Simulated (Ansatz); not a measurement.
Consider the ligand exchange at a Zn–Cl bond: `[Cl][Zn][Cl]` + HBr → `[Cl][Zn][Br]` + HCl.

Program: Ansatz. Geometries: PBE0-D4/def2-TZVP. ΔE: electronic, gas phase. CCSD(T)/CBS adds triple-zeta CCSD(T) − MP2 to the extrapolated MP2 energy (def2 sets, frozen cores). This one scheme is used for every species. For Br, Zn outer-core shells are correlated without core-valence functions, which leaves a few kJ/mol of doubt a bond. Scalar relativity is left out up to krypton.

```
       species  SCS-MP2/def2-TZVPP energy (Eh)
`[Cl][Zn][Cl]`                     -2697.75469
           HBr                     -2573.27456
`[Cl][Zn][Br]`                     -4810.73322
           HCl                      -460.30218
```

Task: Work out ΔE.

Result: ΔE = (-4810.73322) + (-460.30218) − (-2697.75469) − (-2573.27456) = -0.00615 Eh = -16.1 kJ/mol. CCSD(T)/CBS gives -18.0 kJ/mol.

Largest T1 diagnostic among the species: 0.013.

From BLYP to BHLYP (50 % exact exchange), in def2-TZVPP and without D4, ΔE moves by −3.7 kJ/mol. At CCSD(T), def2-SVP lies −3.7 kJ/mol from the extrapolated value and def2-TZVPP +1.8 kJ/mol. Leaving LDA and LC-ωPBE aside and taking each functional with its dispersion term where it has one, the values, not all of them listed here, spread over 6.5 kJ/mol, from BHLYP-D4 to B97M-V.
